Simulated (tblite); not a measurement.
Species: C4H6B (charge +1).
SMILES with atom numbers: `[BH2:1][CH2:2][c+:3]1[cH:4][cH:5]1` (hydrogens: H6, H7 on B1; H8, H9 on C2; H10 on C4; H11 on C5)

Cartesian coordinates in Å at the GFN2-xTB level; atoms count from 1:
```
atom  x, y, z in Å
B1    -1.6899    0.2927    0.6165
C2    -0.7851   -0.2620   -0.5937
C3     0.5885   -0.1345   -0.2921
C4     1.7561   -0.6080    0.3201
C5     1.7699    0.6182   -0.2625
H6    -1.2119    0.7111    1.5913
H7    -2.8385    0.2404    0.4517
H8    -1.0874   -1.3046   -0.7233
H9    -1.0733    0.3150   -1.4758
H10    2.2724   -1.3735    0.8560
H11    2.3045    1.5078   -0.5142
```

Level: GFN2-xTB in tblite, geometry and Hessian alike; calculated harmonic values, unscaled, isolated species. The method is semi-empirical: single wavenumbers can be off by several per cent or more. Modes of hydrogen on boron can be 10 to 20 % off. One conformer, not necessarily the lowest.

Harmonic wavenumbers (cm⁻¹): 37.6, 163.9, 192.5, 337.8, 482.2, 653.1, 738.7, 796.2, 818.7, 832.2, 852.8, 885.0, 894.3, 942.1, 1058.6, 1100.9, 1147.3, 1173.2, 1348.7, 1419.9, 1821.3, 2693.0, 2761.5, 2962.8, 2968.5, 3176.6, 3205.4.

A = 14438, B = 3333, C = 3315 MHz; mass 65.056 u (most abundant isotopes); point group Cs, symmetry number 1.

Problem. Zero-point energy?

Solution. Half the sum of the wavenumbers: 17732 cm⁻¹ = 50.70 kcal/mol.

Problem. Give the ideal-gas entropy at 273.15 K and 1 bar in the rigid-rotor, harmonic-oscillator model (classical rotation).

Solution. Translation 38.03, rotation 24.85, vibration 12.80: S = 75.7 cal/(mol K).

Problem. And Cp and H(273.15 K) − H(0)?

Solution. Cp = 21.89 cal/(mol K), of which vibrations give 13.94 (their classical limit is 27 R = 53.7); H(273.15 K) − H(0) = 3.97 kcal/mol without the zero-point energy, 1.80 from vibrations.

Problem. How do the functions run with temperature in this model?

Solution. 
```json
{"T (K)": "50", "S (cal/(mol K))": "51.5", "Cp (cal/(mol K))": "10.4", "H − H(0) (kcal/mol)": "0.46", "G − H(0) (kcal/mol)": "-2.11", "ln q(vib)": "0.43"}
{"T (K)": "100", "S (cal/(mol K))": "59.4", "Cp (cal/(mol K))": "12.7", "H − H(0) (kcal/mol)": "1.04", "G − H(0) (kcal/mol)": "-4.90", "ln q(vib)": "1.05"}
{"T (K)": "298.15", "S (cal/(mol K))": "77.7", "Cp (cal/(mol K))": "23.5", "H − H(0) (kcal/mol)": "4.54", "G − H(0) (kcal/mol)": "-18.62", "ln q(vib)": "3.43"}
{"T (K)": "373.15", "S (cal/(mol K))": "83.4", "Cp (cal/(mol K))": "27.9", "H − H(0) (kcal/mol)": "6.47", "G − H(0) (kcal/mol)": "-24.66", "ln q(vib)": "4.37"}
{"T (K)": "500", "S (cal/(mol K))": "92.5", "Cp (cal/(mol K))": "34.1", "H − H(0) (kcal/mol)": "10.42", "G − H(0) (kcal/mol)": "-35.83", "ln q(vib)": "6.00"}
{"T (K)": "750", "S (cal/(mol K))": "108.0", "Cp (cal/(mol K))": "42.1", "H − H(0) (kcal/mol)": "20.02", "G − H(0) (kcal/mol)": "-60.94", "ln q(vib)": "9.21"}
{"T (K)": "1000", "S (cal/(mol K))": "120.8", "Cp (cal/(mol K))": "47.3", "H − H(0) (kcal/mol)": "31.24", "G − H(0) (kcal/mol)": "-89.59", "ln q(vib)": "12.25"}
```

q(vib) and H(0) count from the zero-point level.

Problem. Blend soft modes into free rotors: weight 1/[1 + (100 cm⁻¹/ν̃)⁴] for the oscillator and the rest for a rotor with moment μB/(μ + B), μ = h/(8π²ν), B = 10⁻⁴⁴ kg m². What vibrational entropy results?

Solution. 11.36 cal/(mol K) in place of 12.80, which changes −T·S at 273.15 K by +0.39 kcal/mol.

Problem. What must be added to the electronic energy to get the Gibbs energy at 273.15 K and 1 bar?

Solution. ZPE + [H(273.15 K) − H(0)] − T·S = 50.70 + 3.97 − 20.67 = 34.00 kcal/mol.

Problem. Which modes carry the vibrational entropy at 273.15 K?

Solution. 37.6 cm⁻¹: 5.21; 163.9 cm⁻¹: 2.34; 192.5 cm⁻¹: 2.04; 337.8 cm⁻¹: 1.09; 482.2 cm⁻¹: 0.60; 653.1 cm⁻¹: 0.29 cal/(mol K); the other 21 give 1.23 together.

Hindered rotation and anharmonicity are outside this model. Other conformers, if any are populated, would add a mixing term that is left out.

Hardware: one thread of an Arm Neoverse V1, no GPU, on a shared host. The figure is for the frequency step alone.
